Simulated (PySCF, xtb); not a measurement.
ReO3, SMILES [O]=[Re](=[O])=[O] (connectivity only; charge and spin as stated), neutral, multiplicity 2.

Harmonic wavenumbers (cm⁻¹) from GFN2-xTB in xtb at its own minimum, in rising order: 86, 221, 221, 885, 916, 916.

**Question.** What does PySCF 2.14.0 with B3LYP-D3(BJ)/def2-TZVP give at its own minimum? (An estimate is asked for; the answer gives what the named calculation found.)

**Answer.** 187, 321, 321, 993, 993, 1038. Paired by order, the mean absolute difference is 101 cm⁻¹ and the zero-point energies are 4.6 and 5.5 kcal/mol.
